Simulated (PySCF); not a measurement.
**Lead: a sound run and one with changed settings**

Sound run: Pb [Xe] 4f14 5d10 6s2 6p2, Pb+ [Xe] 4f14 5d10 6s2 6p1. Calculation: PySCF 2.14, in cc-pVDZ-PP with ECP60MDF (4s3p2d, 23 functions); scalar relativity through the core potential. The sound run starts from symmetry-adapted Hartree-Fock orbitals and uses a fine grid where one is needed.

Changed run: 26 angular points. This setting is unsound on purpose.

```csv
species,method,sound run (hartree),changed run (hartree),converged
Pb,UHF,-191.83244,-191.83244,yes
Pb,MN15,-192.45558,-192.45601,yes
Pb,r2SCAN,-192.92182,-192.92197,yes
Pb+,UHF,-191.59078,-191.59078,yes
Pb+,MN15,-192.19658,-192.19704,yes
Pb+,r2SCAN,-192.66085,-192.66172,yes
```

Ionisation energy of Pb:

```json
{"method": "UHF", "sound run (eV)": "6.576", "changed run (eV)": "6.576"}
{"method": "MN15", "sound run (eV)": "7.048", "changed run (eV)": "7.047"}
{"method": "r2SCAN", "sound run (eV)": "7.101", "changed run (eV)": "7.082"}
```

A coarse angular grid integrates products of high-l functions wrongly, so density functionals can shift, and the SCF can exploit the error; Hartree-Fock and MP2 need no grid.

For comparison, NIST gives 7.417 eV between the lowest levels.
